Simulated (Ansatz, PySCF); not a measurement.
Ge(OH)3(PH2) (GeH₅O₃P), SMILES [OH][Ge]([OH])([OH])[PH2]. Atoms are numbered in the order given.

```xyz
10

O     -0.3827     0.0865     1.8618
Ge    -0.2575     0.0058     0.0907
O     -1.1131     1.4936    -0.4031
O     -1.1132    -1.4485    -0.4690
P      1.8812    -0.1550    -0.7941
H     -0.7816     0.9263     2.1326
H     -1.2948     1.5305    -1.3518
H     -1.8693    -1.6534     0.0995
H      2.1851    -1.2828     0.0282
H      2.3918     0.7850     0.1535
```

Geometry optimised at B3LYP-D3(BJ)/def2-SVP. This is a generated structure with no PubChem entry under its InChIKey; it may be hypothetical. Other conformers were not sampled.

Two levels are set side by side: PBE-D3(BJ)/def2-SVP (Ansatz, a quantum-chemistry and plane-wave program) and B3LYP-D3(BJ)/def2-SVP (Ansatz). Each level has its own optimised geometry; the coordinates shown are those of the second. Frequencies come from the Hessian of PySCF at each geometry. Differences are taken from unrounded values.

| quantity | B3LYP-D3(BJ) |
|---|---|
| mean bond length (Å) | 1.491 |
| bond O1–Ge2 (Å) | 1.777 |
| bond Ge2–O3 (Å) | 1.786 |
| bond Ge2–O4 (Å) | 1.778 |
| bond Ge2–P5 (Å) | 2.320 |
| bond O1–H6 (Å) | 0.968 |
| bond O3–H7 (Å) | 0.967 |
| bond O4–H8 (Å) | 0.968 |
| bond P5–H9 (Å) | 1.428 |
| bond P5–H10 (Å) | 1.429 |
| highest harmonic wavenumber (cm⁻¹) | 3840 |
| mean harmonic wavenumber (cm⁻¹) | 1066 |
| zero-point energy (kcal/mol) | 36.57 |

Q: What does PBE-D3(BJ) give, and how far is it from B3LYP-D3(BJ)? (The exact figures need the calculation; the answer reports its results.)

A: 
```csv
quantity,PBE-D3(BJ),PBE-D3(BJ) minus B3LYP-D3(BJ)
mean bond length (Å),1.503,0.011
bond O1–Ge2 (Å),1.792,0.015
bond Ge2–O3 (Å),1.801,0.015
bond Ge2–O4 (Å),1.792,0.014
bond Ge2–P5 (Å),2.328,0.008
bond O1–H6 (Å),0.977,0.009
bond O3–H7 (Å),0.975,0.009
bond O4–H8 (Å),0.977,0.009
bond P5–H9 (Å),1.440,0.012
bond P5–H10 (Å),1.441,0.012
highest harmonic wavenumber (cm⁻¹),3729,-111
mean harmonic wavenumber (cm⁻¹),1035,-31
zero-point energy (kcal/mol),35.49,-1.08
```

Exact exchange shortens and stiffens bonds; PBE has none. Differences between two approximate levels are no errors against the true value.
